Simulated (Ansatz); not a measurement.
System: bromosilane, sum formula SiH3Br (charge 0, singlet). SMILES: Br[SiH3]
Structure (B3LYP-D3(BJ)/def2-TZVP (Ansatz, a first-principles code) minimum search):
```xyz
5

Si    -1.4775    -0.0217     0.0219
Br     0.7574     0.0111    -0.0112
H     -1.9632     1.3690    -0.0622
H     -1.9472    -0.8065    -1.1360
H     -1.9135    -0.6482     1.2847
```

Quantity: vertical ionisation energy (to the doublet state of charge +1; each state is the SCF solution reached for its spin; the molecule has degenerate orbitals, so one determinant may break the symmetry), in eV. Cores are frozen in the correlated levels unless marked. Open shells are spin-unrestricted. No spin-orbit coupling. The frozen core is the preceding noble-gas configuration, with the filled d and f shells of earlier blocks. No relativistic terms. Basis-set limits of correlation are two-point, X^-3; Hartree-Fock from the larger set.

```json
[
 {"level": "SVWN5/def2-TZVPD", "program": "Ansatz", "vertical ionisation energy (eV)": "___"},
 {"level": "PBE/def2-TZVPD", "program": "Ansatz", "vertical ionisation energy (eV)": "10.61"},
 {"level": "PBE0/def2-TZVPD", "program": "Ansatz", "vertical ionisation energy (eV)": "10.85"},
 {"level": "BHLYP/def2-TZVPD", "program": "Ansatz", "vertical ionisation energy (eV)": "10.88"},
 {"level": "CAM-B3LYP/def2-TZVPD", "program": "Ansatz", "vertical ionisation energy (eV)": "10.97"},
 {"level": "B2PLYP/def2-TZVPD", "program": "Ansatz", "vertical ionisation energy (eV)": "10.91"},
 {"level": "CCSD/def2-SVPD", "program": "Ansatz", "vertical ionisation energy (eV)": "___"},
 {"level": "CCSD/def2-TZVPPD", "program": "Ansatz", "vertical ionisation energy (eV)": "10.90"},
 {"level": "CCSD(T)/CBS(def2-TZVPPD,def2-QZVPPD)", "program": "Ansatz", "vertical ionisation energy (eV)": "___"}
]
```

Q: What belongs in the gaps?

A: 
- SVWN5/def2-TZVPD, vertical ionisation energy (eV): 10.75
- CCSD/def2-SVPD, vertical ionisation energy (eV): 10.82
- CCSD(T)/CBS(def2-TZVPPD,def2-QZVPPD), vertical ionisation energy (eV): 11.13
